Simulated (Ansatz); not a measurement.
Consider the redistribution: `[SiH3]B(Cl)[SeH]` + `C=[CH][Al]([CH3])[CH3]` → `C=[CH][Al]([CH3])[SiH3]` + `CB(Cl)[SeH]`.

Computed with Ansatz on PBE0-D4/def2-TZVP structures; ΔE is electronic, products minus reactants. CCSD(T)/CBS is the MP2 limit (def2-TZVPP, def2-QZVPP) plus CCSD(T) − MP2 in def2-TZVPP, frozen cores. DFT in def2-TZVPP. B3LYP here is the variant with VWN-RPA as its local correlation; programs differ in this. For Se outer-core shells are correlated without core-valence functions, which leaves a few kJ/mol of doubt a bond. Scalar relativity is left out up to krypton. Each species was taken in one conformer, which may not be the lowest.

| level | ΔE (kJ/mol) | difference from CCSD(T)/CBS |
| --- | --- | --- |
| PBE-D4 | -29.9 | -4.7 |
| r2SCAN-D4 | -27.9 | -2.7 |
| PBE0-D4 | -32.1 | -6.9 |
| B3LYP-D4 | -25.8 | -0.6 |
| ωB97X-V | -29.1 | -3.9 |
| ωB97M-V | -24.9 | 0.3 |
| B2PLYP | -25.5 | -0.3 |
| PBE | -30.2 | -5.0 |
| r2SCAN | -27.9 | -2.7 |
| PBE0 | -32.4 | -7.2 |
| B3LYP | -26.5 | -1.3 |
| HF/def2-TZVPP | -33.0 | -7.8 |
| MP2/def2-TZVPP | -24.9 | 0.3 |
| SCS-MP2/def2-TZVPP | -25.4 | -0.2 |
| CCSD/def2-TZVPP | -29.0 | -3.8 |
| CCSD(T)/def2-TZVPP | -27.7 | -2.5 |
| HF/def2-QZVPP | -32.3 | -7.1 |
| MP2/def2-QZVPP | -23.2 | 2.0 |
| SCS-MP2/def2-QZVPP | -23.8 | 1.4 |
| HF/CBS(def2) | -32.2 | -7.0 |
| MP2/CBS(def2) | -22.4 | 2.8 |
| CCSD/CBS(def2) | -26.5 | -1.3 |
| CCSD(T)/CBS | -25.2 | 0 |

Largest T1 diagnostic among the species: 0.013.

In def2-TZVPP, CCSD(T) changes the Hartree–Fock value by +5.3 kJ/mol (the triples alone add +1.3 kJ/mol) and MP2 by +8.1 kJ/mol.
